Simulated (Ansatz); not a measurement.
Basis-set extrapolation for C2H2N2O2Si, SMILES `O=C=N[SiH2]N=C=O` (PBE0-D4/def2-TZVP geometry, frozen core, Ansatz 0.2.0). Multiplicity 1, RHF reference.

|  | def2-TZVPP | def2-QZVPP |
| --- | --- | --- |
| HF | -624.720263 | -624.743834 |
| MP2 correlation | -1.237123 | -1.329048 |
| CCSD(T) correlation | -1.299936 | not run |

Energies in hartree. Use E(X) = E(∞) + A·exp(−7.88·√X) for Hartree–Fock and E(X) = E(∞) + B·X^(−2.97) for correlation, with X = 3 and 4, and add CCSD(T) minus MP2 of the smaller set to the MP2 limit.

Question: What is the CCSD(T) energy at the basis-set limit?

Answer: HF limit: -624.743834 + (-0.023571) × 0.13774 = -624.74708. MP2 limit: -1.329048 + (-0.091925) × 0.74074 = -1.39714. Higher-order term: -1.299936 − (-1.237123) = -0.06281. Total: -626.20703 hartree, 490.5 kJ/mol below CCSD(T)/def2-TZVPP.
